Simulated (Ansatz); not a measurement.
Start from `FC[SiH](F)Cl` and change one atom or group to get `F[SiH2]Cl`.

Ansatz, PBE0-D4/def2-TZVP geometries, multiplicity 1. Each molecule was computed in one conformer, which needn't be the lowest.

```
                                      property  `FC[SiH](F)Cl`
           LUMO energy (B3LYP/def2-TZVPP) / eV           -0.11
size of the dipole moment (PBE/def2-TZVPP) / D            1.37
           HOMO–LUMO gap (PBE/def2-TZVPP) / eV            6.59
             LUMO energy (PBE/def2-TZVPP) / eV           -0.85
           HOMO energy (B3LYP/def2-TZVPP) / eV           -8.74
       HOMO–LUMO gap (ωB97M-V/def2-TZVPP) / eV           13.24
```

Q: What does the change do to each property? (Estimate.)

A: Ansatz gave: 
```
                                      property  `F[SiH2]Cl`  shift
           LUMO energy (B3LYP/def2-TZVPP) / eV        -0.18  -0.07
size of the dipole moment (PBE/def2-TZVPP) / D         1.20  -0.17
           HOMO–LUMO gap (PBE/def2-TZVPP) / eV         7.03   0.44
             LUMO energy (PBE/def2-TZVPP) / eV        -0.84   0.01
           HOMO energy (B3LYP/def2-TZVPP) / eV        -9.03  -0.29
       HOMO–LUMO gap (ωB97M-V/def2-TZVPP) / eV        13.35   0.11
```

With PBE0 the HOMO falls by 0.31 eV and the LUMO falls by 0.08 eV, so the gap widens by about 0.23 eV. PBE moves the HOMO by -0.43 eV and ωB97M-V by -0.29 eV. Dipoles are sizes alone; their direction can turn.

B3LYP here is the variant with VWN-RPA as its local correlation; programs differ in this.
